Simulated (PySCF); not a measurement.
**Dipole response of Cd⁺ (cadmium, charge +1)**

[Kr] 4d9 5s2, 2D determinant (an excited configuration). All numbers are calculated (PySCF 2.14, scalar relativity through the core potential, in aug-cc-pVTZ-PP with ECP28MDF). Coupled (time-dependent) response in atomic units; α is the mean over directions.

```json
{"method": "UHF", "mean α (bohr³)": "32.85", "α xx, yy, zz": "33.27, 33.27, 32.01", "C₆ (like pair)": "247.3", "S(−4)": "478.3"}
{"method": "PBE", "mean α (bohr³)": "25.86", "α xx, yy, zz": "26.14, 26.14, 25.29", "C₆ (like pair)": "186.3", "S(−4)": "273.0"}
{"method": "PBE0", "mean α (bohr³)": "27.33", "α xx, yy, zz": "27.66, 27.66, 26.67", "C₆ (like pair)": "198.5", "S(−4)": "312.0"}
```

S(−4) is the Cauchy moment in α(ω) = α(0) + S(−4) ω² + …

Spin-orbit coupling is absent.

α(iu) at UHF:

| u (hartree) | α(iu) (bohr³) |
| --- | --- |
| 0 | 32.85 |
| 0.0500 | 31.70 |
| 0.100 | 28.76 |
| 0.200 | 21.38 |
| 0.300 | 15.56 |
| 0.500 | 9.295 |
| 0.750 | 6.001 |
| 1.00 | 4.404 |
| 1.50 | 2.822 |
| 2.00 | 2.009 |
| 3.00 | 1.176 |
| 5.00 | 0.5359 |

For an ion, C₆ is the dispersion term alone; charge-induced terms of lower order in 1/R come first.

The components differ because the open shell of this determinant is not spherical; for a pure term their mean is the scalar polarisability.

Energies and moments cover only the electrons outside the core potential.
